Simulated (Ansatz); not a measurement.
Total energies of CH4Cl2SSn (`[CH3][Sn]([SH])([Cl])[Cl]`).

Cartesian coordinates in Å:
```
C -1.085 -0.440 1.090
Sn 0.179 0.198 -0.483
S 2.498 -0.037 -0.001
Cl -0.303 -0.969 -2.433
Cl -0.252 2.416 -1.022
H -0.896 -1.493 1.292
H -2.118 -0.298 0.775
H -0.878 0.159 1.976
H 2.855 0.464 -1.196
```

Total charge 0; spin multiplicity 1. Correlated methods include outer-core shells of Sn, which these sets cover unevenly. Sn takes the def2 core potential. Geometry: relaxed with PBE0-D4/def2-TZVP. It is one conformer, not always the lowest. Basis def2-TZVPP, Ansatz 0.2.0.

RPA on PBE orbitals: Hartree–Fock energy of these orbitals -1570.20336 Eh, correlation -1.66374 Eh (frozen core).

```csv
functional,energy without D4 (Eh),D4 term (kJ/mol)
PBE,-1572.98727,-28.6
revPBE,-1573.38527,-65.3
BLYP,-1573.50380,-58.9
r2SCAN,-1573.56815,-7.0
B97M-V,-1573.26359,–
PBE0,-1573.11260,-25.0
B3LYP,-1573.71672,-46.5
r2SCANh,-1573.55055,-7.7
r2SCAN0,-1573.52560,-8.6
BHLYP,-1573.49693,-42.8
CAM-B3LYP,-1573.59128,-26.4
ωB97M-V,-1573.45850,–
B2PLYP,-1572.96225,–
PBE-QIDH,-1572.66238,–
```

(1) Give the same for LDA (SPW92), HSE06 (plane-wave form), LC-ωPBE, ωB97X-V. (Best estimate.)

B3LYP takes the VWN-RPA correlation (the form of Gaussian; ORCA's B3LYP/G). HSE06 is the plane-wave form, built on full-range PBE exchange. The double hybrids freeze the cores in their second-order part.

## Answers

(1) Ansatz gave: 
```json
{"functional": "LDA (SPW92)", "energy without D4 (Eh)": "-1568.52768", "D4 term (kJ/mol)": "–"}
{"functional": "HSE06 (plane-wave form)", "energy without D4 (Eh)": "-1573.08581", "D4 term (kJ/mol)": "-23.9"}
{"functional": "LC-ωPBE", "energy without D4 (Eh)": "-1573.24144", "D4 term (kJ/mol)": "–"}
{"functional": "ωB97X-V", "energy without D4 (Eh)": "-1573.37212", "D4 term (kJ/mol)": "–"}
```

LC-ωPBE has ω = 0.4 bohr⁻¹.
